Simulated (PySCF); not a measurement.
H8N2Si2. Atoms are numbered in the order given.

```xyz
12

N     -0.4936     1.7174    -0.4998
Si    -0.5686     0.1772     0.2868
N     -1.7122    -0.8147    -0.5513
Si     1.6364    -0.6123     0.2538
H     -1.3376     2.2617    -0.6481
H      0.3242     2.3105    -0.4136
H     -1.0652     0.1634     1.7026
H     -2.2860    -1.4821    -0.0497
H     -1.5732    -1.0832    -1.5192
H      2.6024     0.3968     0.7938
H      1.7724    -1.8587     1.0699
H      2.0550    -0.9351    -1.1464
```

The structure is a stationary point at ωB97X-D3(BJ)/def2-SVP. The values are those of a single conformer.

Level of theory: PBE0/pcSseg-1 run with PySCF.

GIAO shieldings, no solvent; atoms listed in one row are averaged. δ = σ(ref) − σ: ¹⁵N against NH3 (σ = 267.4 ppm); ²⁹Si against TMS (σ = 352.7 ppm); ¹H against TMS (σ = 31.56 ppm), references at their B3LYP-D3(BJ)/def2-TZVP geometries, non-relativistic.

Question: Estimate the chemical shifts. (An estimate is asked for; the answer gives what the named calculation found.)

Answer: 
| nucleus | atoms | count | δ (ppm) |
|---|---|---|---|
| ¹⁵N | N1 | 1 | 28.7 |
| ¹⁵N | N3 | 1 | 22.2 |
| ²⁹Si | Si2 | 1 | -29.8 |
| ²⁹Si | Si4 | 1 | -112.6 |
| ¹H | H7 | 1 | 5.62 |
| ¹H | H10, H11, H12 | 3 | 3.49 |
| ¹H | H5 | 1 | 0.87 |
| ¹H | H8 | 1 | 0.75 |
| ¹H | H6 | 1 | 0.66 |
| ¹H | H9 | 1 | 0.55 |
